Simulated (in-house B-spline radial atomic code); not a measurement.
Relativistic effects in Mo, [Kr] 4d5 5s1: non-relativistic Hartree-Fock (point nucleus) against Dirac-Hartree-Fock (Fermi nucleus of rms radius 4.4091 fm), both averages of the configuration, computed with an all-electron radial atomic-structure program (B-spline basis).

```
orbital  ε NR (Eh)  ε Dirac (Eh)  <r> NR (bohr)  <r> Dirac (bohr)  change of <r> (%)
  1s1/2    -721.24       -739.46         0.0363           0.03516               -3.1
  2s1/2    -102.89        -107.2         0.1584            0.1531               -3.4
  2p1/2     -94.48       -98.272         0.1361            0.1308               -3.9
  2p3/2     -94.48       -94.331         0.1361            0.1354               -0.5
  3s1/2     -18.62       -19.452         0.4376             0.426               -2.7
  3p1/2    -15.322           -16         0.4333            0.4214               -2.7
  3p3/2    -15.322       -15.326         0.4333            0.4314               -0.4
  3d3/2    -9.3195       -9.2591         0.4133             0.412               -0.3
  3d5/2    -9.3195        -9.133         0.4133            0.4154               +0.5
  4s1/2    -2.7937       -2.9299          1.144             1.117               -2.4
  4p1/2    -1.7537             ?          1.258                 ?                  ?
  4p3/2    -1.7537       -1.7499          1.258             1.256               -0.2
  4d3/2   -0.31222      -0.30156            1.9             1.917               +0.9
  4d5/2   -0.31222             ?            1.9                 ?                  ?
  5s1/2   -0.20043      -0.21205          4.079             3.915               -4.0
```

Task: What happens to 4d5/2?

Result: Its energy goes to -0.29409 hartree and <r> to 1.943 bohr (+2.28 %).

Task: What happens to 4p1/2?

Result: Its energy goes to -1.8471 hartree and <r> to 1.227 bohr (-2.50 %).

Task: What explains the pattern of contraction and expansion?

Result: Expansion is seen in 3d5/2, 4d3/2, 4d5/2. The s and p1/2 orbitals contract directly, screen the nucleus better, and so push out orbitals that have little density near the nucleus; spin-orbit coupling adds to this for j = l + 1/2 and opposes it for j = l - 1/2.

Task: By how much does the total energy change?

Result: By -71.773 hartree, from -3975.369 to -4047.142.
